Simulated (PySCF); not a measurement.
Computed shifts of a molecule C4H6ClF, PySCF with PBE/pcSseg-1, GIAO, gas phase, atoms alike by connectivity averaged where their shifts nearly agree, in ppm (number of nuclei): ¹⁹F: -226.1 (1). ¹³C: 86.4 (1), 63.9 (1), 21.8 (1), 18.9 (1). ¹H: 4.97 (1), 3.51 (1), 1.72 (1), 1.69 (1), 1.39 (1), 1.23 (1). References: ¹⁹F against CFCl3 (σ = 133.6 ppm); ¹³C against TMS (σ = 182.0 ppm); ³⁵Cl against HCl (σ = 936.5 ppm); ¹H against TMS (σ = 31.49 ppm), references at their B3LYP-D3(BJ)/def2-TZVP geometries, non-relativistic (without spin–orbit terms, shifts of atoms bonded to Cl or Br come out too high). Coordinates come from a PBE-D3(BJ)/def2-SVP optimisation. The values are those of a single conformer.

Task: Which structure fits?
(A) CC/C(Cl)=C\F
(B) FC1(CCl)CC1
(C) C=CC[C@H](F)Cl
(D) C/C(F)=C(\C)Cl

Result: B, FC1(CCl)CC1
